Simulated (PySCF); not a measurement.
PySCF input (M06-L/def2-TZVPD):

```python
from pyscf import gto, scf, dft

mol = gto.M(
    atom='''
    Mg   -0.00000000   -0.00000000   -0.75643864
    O     0.00000000    0.00000000    1.13465797
    ''',
    basis='def2-tzvpd',
    charge=0,
    spin=2,
    symmetry='C2v',
    verbose=4,
)

mf = dft.UKS(mol, xc='m06l').density_fit(auxbasis='def2-universal-jkfit')
mf.grids.level = 4
mf.conv_tol = 1e-9
mf.max_cycle = 100
mf.max_memory = 1500
mf.kernel()
if not mf.converged:
    mf = mf.newton()
    mf.kernel(mf.make_rdm1())
mf.analyze()
```

End of the output:

```
Extra cycle  E= -275.227904232259  delta_E= 1.53e-10  |g|= 1.58e-05  |ddm|= 3.21e-05
converged SCF energy = -275.227904232259  <S^2> = 2.0094121  2S+1 = 3.0062682
**** SCF Summaries ****
Total Energy =                        -275.227904232258538
Nuclear Repulsion Energy =              26.863255943502537
One-electron Energy =                 -437.034212614493754
Two-electron Energy =                  134.943052438732650
Two-electron Coulomb Energy =          159.986324373733879
DFT Exchange-Correlation Energy =      -25.043271935001226
HOMO-LUMO gap [eV] =                     0.371881256280739
Wave-function symmetry = B2
alpha occupancy for each irrep:     A1   A2   B1   B2
                                     7    0    2    2
beta  occupancy for each irrep:     A1   A2   B1   B2
                                     6    0    2    1
**** MO energy ****
alpha MO #1 (A1 #1), energy= -46.5761890615066 occ= 1
alpha MO #2 (A1 #2), energy= -18.9631231687636 occ= 1
alpha MO #3 (A1 #3), energy= -3.09308075765986 occ= 1
alpha MO #4 (B2 #1), energy= -1.79572721633482 occ= 1
alpha MO #5 (B1 #1), energy= -1.79460445788743 occ= 1
alpha MO #6 (A1 #4), energy= -1.78996913468812 occ= 1
alpha MO #7 (A1 #5), energy= -0.885795578079261 occ= 1
alpha MO #8 (B2 #2), energy= -0.318815348778797 occ= 1
alpha MO #9 (A1 #6), energy= -0.293761440678921 occ= 1
alpha MO #10 (B1 #2), energy= -0.256675363676111 occ= 1
alpha MO #11 (A1 #7), energy= -0.175553135757745 occ= 1
alpha MO #12 (B2 #3), energy= -0.047708002619997 occ= 0
alpha MO #13 (B1 #3), energy= -0.043092797331737 occ= 0
alpha MO #14 (A1 #8), energy= -0.0021628059672803 occ= 0
alpha MO #15 (B2 #4), energy= 0.0269465316285284 occ= 0
alpha MO #16 (A1 #9), energy= 0.0304744330272526 occ= 0
alpha MO #17 (B1 #4), energy= 0.0315095500349591 occ= 0
alpha MO #18 (A1 #10), energy= 0.0605323153121202 occ= 0
alpha MO #19 (A1 #11), energy= 0.106996082927828 occ= 0
alpha MO #20 (A2 #1), energy= 0.107220278068631 occ= 0
alpha MO #21 (B2 #5), energy= 0.109158149625257 occ= 0
alpha MO #22 (B1 #5), energy= 0.120042616196185 occ= 0
alpha MO #23 (A1 #12), energy= 0.13592192599316 occ= 0
alpha MO #24 (B2 #6), energy= 0.159793250308009 occ= 0
alpha MO #25 (B1 #6), energy= 0.164733683788773 occ= 0
alpha MO #26 (A1 #13), energy= 0.197116632950802 occ= 0
alpha MO #27 (A1 #14), energy= 0.251290883659124 occ= 0
alpha MO #28 (B2 #7), energy= 0.335727639389594 occ= 0
alpha MO #29 (B1 #7), energy= 0.340073621171335 occ= 0
alpha MO #30 (A1 #15), energy= 0.395435321980374 occ= 0
alpha MO #31 (A2 #2), energy= 0.421934012251437 occ= 0
alpha MO #32 (A1 #16), energy= 0.424073957432832 occ= 0
alpha MO #33 (B2 #8), energy= 0.497792228637264 occ= 0
alpha MO #34 (B1 #8), energy= 0.506740199597489 occ= 0
alpha MO #35 (A1 #17), energy= 0.515718684561527 occ= 0
alpha MO #36 (B2 #9), energy= 0.574572868005359 occ= 0
alpha MO #37 (B1 #9), energy= 0.588727560592676 occ= 0
alpha MO #38 (A1 #18), energy= 0.599272540783524 occ= 0
alpha MO #39 (A2 #3), energy= 0.599432516745639 occ= 0
alpha MO #40 (A1 #19), energy= 0.730059635992234 occ= 0
alpha MO #41 (B2 #10), energy= 0.784059375045289 occ= 0
alpha MO #42 (B1 #10), energy= 0.787980329376554 occ= 0
alpha MO #43 (A1 #20), energy= 0.804660668526751 occ= 0
alpha MO #44 (A1 #21), energy= 1.04391562588953 occ= 0
alpha MO #45 (A2 #4), energy= 1.72831486597714 occ= 0
alpha MO #46 (A1 #22), energy= 1.72867729124361 occ= 0
alpha MO #47 (B2 #11), energy= 1.7688894037491 occ= 0
alpha MO #48 (B1 #11), energy= 1.8132679344208 occ= 0
alpha MO #49 (B2 #12), energy= 1.8664200525981 occ= 0
alpha MO #50 (B1 #12), energy= 1.869654894605 occ= 0
alpha MO #51 (A1 #23), energy= 1.87621617198695 occ= 0
alpha MO #52 (A1 #24), energy= 2.08031409533466 occ= 0
alpha MO #53 (B2 #13), energy= 2.72685458273928 occ= 0
alpha MO #54 (B1 #13), energy= 2.78941834422591 occ= 0
alpha MO #55 (A1 #25), energy= 2.96468672804406 occ= 0
alpha MO #56 (A1 #26), energy= 3.14729294691201 occ= 0
alpha MO #57 (A1 #27), energy= 4.63625026208284 occ= 0
alpha MO #58 (B2 #14), energy= 5.23255252127482 occ= 0
alpha MO #59 (B1 #14), energy= 5.2380017152137 occ= 0
alpha MO #60 (A1 #28), energy= 5.23942722712741 occ= 0
alpha MO #61 (A2 #5), energy= 5.2499387669355 occ= 0
alpha MO #62 (B2 #15), energy= 5.2755685147666 occ= 0
alpha MO #63 (B1 #15), energy= 5.32590190241829 occ= 0
alpha MO #64 (A1 #29), energy= 5.37543278244601 occ= 0
alpha MO #65 (A1 #30), energy= 6.41797149937742 occ= 0
alpha MO #66 (A2 #6), energy= 6.41823441145677 occ= 0
alpha MO #67 (B2 #16), energy= 6.42476891345764 occ= 0
alpha MO #68 (B1 #16), energy= 6.43929257257311 occ= 0
alpha MO #69 (A1 #31), energy= 6.45241848358227 occ= 0
alpha MO #70 (A2 #7), energy= 6.45598594357609 occ= 0
alpha MO #71 (A1 #32), energy= 6.52360371246183 occ= 0
alpha MO #72 (B2 #17), energy= 6.52468328179462 occ= 0
alpha MO #73 (B1 #17), energy= 6.57057920754168 occ= 0
alpha MO #74 (A1 #33), energy= 6.71600011064899 occ= 0
alpha MO #75 (A1 #34), energy= 43.4915814306259 occ= 0
beta  MO #1 (A1 #1), energy= -46.5741964121789 occ= 1
beta  MO #2 (A1 #2), energy= -18.9374436212269 occ= 1
beta  MO #3 (A1 #3), energy= -3.09198734024656 occ= 1
beta  MO #4 (B2 #1), energy= -1.79337015924963 occ= 1
beta  MO #5 (B1 #1), energy= -1.79242799095853 occ= 1
beta  MO #6 (A1 #4), energy= -1.78732077038969 occ= 1
beta  MO #7 (A1 #5), energy= -0.769203878412533 occ= 1
beta  MO #8 (A1 #6), energy= -0.248656310016287 occ= 1
beta  MO #9 (B1 #2), energy= -0.220474114601763 occ= 1
beta  MO #10 (A1 #7), energy= -0.161886751546099 occ= 0
beta  MO #11 (B2 #2), energy= -0.152236334090516 occ= 0
beta  MO #12 (B2 #3), energy= -0.0568062473849984 occ= 0
beta  MO #13 (B1 #3), energy= -0.0531043388228312 occ= 0
beta  MO #14 (A1 #8), energy= 0.00294395277977344 occ= 0
beta  MO #15 (A1 #9), energy= 0.0729273806511938 occ= 0
beta  MO #16 (A2 #1), energy= 0.0879663932990784 occ= 0
beta  MO #17 (A1 #10), energy= 0.0886089914013695 occ= 0
beta  MO #18 (B1 #4), energy= 0.0891461697133162 occ= 0
beta  MO #19 (B2 #4), energy= 0.104326830977827 occ= 0
beta  MO #20 (A1 #11), energy= 0.139510908151602 occ= 0
beta  MO #21 (B1 #5), energy= 0.144981692566552 occ= 0
beta  MO #22 (B2 #5), energy= 0.146789311984916 occ= 0
beta  MO #23 (B1 #6), energy= 0.163051844123061 occ= 0
beta  MO #24 (A1 #12), energy= 0.166631872735042 occ= 0
beta  MO #25 (B2 #6), energy= 0.17054197018103 occ= 0
beta  MO #26 (A1 #13), energy= 0.191301805734515 occ= 0
beta  MO #27 (A1 #14), energy= 0.302553592648941 occ= 0
[...]
```

This is an excited triplet: at this geometry the singlet lies 0.07 eV lower at CCSD(T)/CBS(def2-TZVPPD,def2-QZVPPD).
